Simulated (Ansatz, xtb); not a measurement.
## Two isomers of C5H9NO

Structure X: `CC/C(C)=N\C=O`, a singlet. Structure Y: `CC/C(C)=N/C=O`, a singlet. Both are isolated molecules in the gas phase, relaxed with PBE0-D3(BJ)/def2-SVP; each stands in its lowest conformer found.

Problem. Estimate which is lower in electronic energy at CCSD(T)/def2-SVP + ΔMP2/def2-TZVPP, and by roughly how much.

Solution. CCSD(T)/def2-SVP + ΔMP2/def2-TZVPP gives E(Y) − E(X) = −0.92 kJ/mol, slightly favouring structure Y, which is too small a margin to settle the true order.

How the difference moves with the method:

| level | geometry | E(Y) − E(X) (kJ/mol) | departure from the last row (kJ/mol) | job, with rough time for the two |
| --- | --- | --- | --- | --- |
| GFN2-xTB | GFN2-xTB | +1.01 | +1.93 | optimisation, 0.31 s |
| HF/STO-3G | GFN2-xTB | −1.53 | −0.62 | single point, 0.56 s |
| r2SCAN-D4/def2-SVP | GFN2-xTB | −2.53 | −1.61 | single point, 5.9 s |
| PBE0-D3(BJ)/def2-SVP | PBE0-D3(BJ)/def2-SVP | −2.24 | −1.33 | optimisation, 3.8 min |
| HF/def2-SVP | PBE0-D3(BJ)/def2-SVP | −3.96 | −3.04 | part of the CCSD(T) run |
| MP2/def2-SVP | PBE0-D3(BJ)/def2-SVP | −1.26 | −0.34 | part of the CCSD(T) run |
| CCSD(T)/def2-SVP | PBE0-D3(BJ)/def2-SVP | −0.99 | −0.08 | single point |
| CCSD(T)/def2-SVP + ΔMP2/def2-TZVPP | PBE0-D3(BJ)/def2-SVP | −0.92 |  | single point, 2.8 min |

As drawn, both hold the same kinds of bond in the same numbers.

The largest departure from CCSD(T)/def2-SVP + ΔMP2/def2-TZVPP is that of HF/def2-SVP, 3.04 kJ/mol. The last row adds to CCSD(T) the change of the MP2 difference between the two basis sets, here +0.08 kJ/mol.

With thermal terms from frequencies at re-optimised GFN2-xTB minima (ideal gas, soft modes damped towards free rotors, one conformer each, 298.15 K, 1 atm): on the last row, ΔE + ΔZPE = −2.03, ΔH = −1.61, ΔG = −3.35 kJ/mol.

The correlated steps freeze 7 core orbitals. Programs: Ansatz 0.2.0, xtb 6.7.1; the last row on 2 threads of Arm Neoverse V2 on a shared host.
